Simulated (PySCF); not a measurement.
Isomers C$_{8}$H$_{10}$Si:

A. `C#C/C=C(\C#C)[SiH](C)C`
B. `C(#CC1CC1)C1=CC[SiH2]1`
C. `C=C(C)C#CC1=CC[SiH2]1`

Spectrum 1. 1H NMR (400 MHz, computed): δ 7.14 (t, 1H), 4.97 (m, 2H), 1.90 (m, 2H), 1.51 (m, 1H), 0.81 (m, 2H), 0.65 (m, 2H). 13C{1H} NMR (computed): δ 162.5 (CH), 135.3 (C), 107.6 (C), 80.9 (C), 18.5 (CH2), 12.2 (CH2), 3.7 (CH).

Spectrum 2. 1H NMR (400 MHz, computed): δ 7.26 (t, 1H), 5.60 (m, 1H), 5.58 (m, 1H), 5.07 (m, 2H), 2.01 (s, 3H), 1.96 (m, 2H). 13C{1H} NMR (computed): δ 165.5 (CH), 135.4 (C), 135.0 (C), 129.3 (CH2), 101.9 (C), 96.8 (C), 27.3 (CH3), 19.1 (CH2).

Spectrum 3. 1H NMR (400 MHz, computed): δ 6.45 (d, 1H), 4.55 (sept, 1H), 3.70 (s, 1H), 3.38 (d, 1H), 0.27 (d, 6H). 13C{1H} NMR (computed): δ 145.5 (C), 137.4 (CH), 103.4 (CH), 98.9 (CH), 86.7 (C), 86.1 (C), -3.0 (CH3).

- GIAO PBE0/pcSseg-1 shieldings
- structure optimised with GFN2-xTB
- run in PySCF
- averaged over atoms made equivalent by symmetry, fast rotation or ring inversion, a single conformation, gas phase, relativity neglected

Scale: 1H, 13C against TMS (reference shieldings calculated alike). Where no couplings were computed, multiplicities follow the n + 1 count of equivalent neighbours, and m marks all less simple cases (inequivalent or close neighbours, rings, F or P nearby). Shifts are as computed. Against solution values, carbons near 30 ppm lie about +3 ppm off and those near 130 ppm about +5 ppm. Of 1309 compounds with measured shifts, 239 miss one by over three times the rms of a fit or turn the order of signals round; such compounds aren't used in these exercises.

**Question.** Which spectrum belongs to which compound?

**Answer.** 1–B, 2–C, 3–A.

- Spectrum 1 (B): 7 13C signals; δC 162.5 is an alkene CH; δC 135.3 is a fully substituted alkene carbon.
- Spectrum 2 (C): 8 13C signals; δC 135.4 is a fully substituted alkene carbon; δC 135.0 is a fully substituted alkene carbon.
- Spectrum 3 (A): 7 13C signals; δC 145.5 is a fully substituted alkene carbon; δC 137.4 is an alkene CH.
